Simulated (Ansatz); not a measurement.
```yaml
atoms:
  - { symbol: Si, position_ang: [-0.0418, -0.0132, -1.1492] }
  - { symbol: Si, position_ang: [-0.0316, -0.0076, 1.2112] }
  - { symbol: H, position_ang: [0.0047, -1.3861, -1.6431] }
  - { symbol: H, position_ang: [-1.2580, 0.7107, -1.6648] }
  - { symbol: H, position_ang: [1.1772, 0.6705, -1.6824] }
  - { symbol: H, position_ang: [-0.0349, 1.3847, 1.6594] }
  - { symbol: H, position_ang: [-1.1863, -0.7308, 1.7180] }
  - { symbol: H, position_ang: [1.2407, -0.7414, 1.6725] }
```

Basis set: 6-31G (spherical functions). Correlated methods keep 10 orbitals frozen. Charge 0, multiplicity 1.

Computed with Ansatz (development build ahead of 0.2.0); each method stands on the lowest determinant of its kind that the runs found. Restricted open shells among the atoms or ions are ROHF, correlated in semicanonical orbitals with singles.

Q: Give the atomization energy at this shape (free ground-state atoms in the same class of orbitals less the molecule, no zero-point energy) of singlet Si2H6 by RHF-MP2, RHF.

A:

```json
{"method": "RHF-MP2", "atomization energy": "17.71 eV"}
{"method": "RHF", "atomization energy": "15.41 eV"}
```

This basis has no polarisation functions and is too small for such energies, which can lie far from measured ones in either direction.
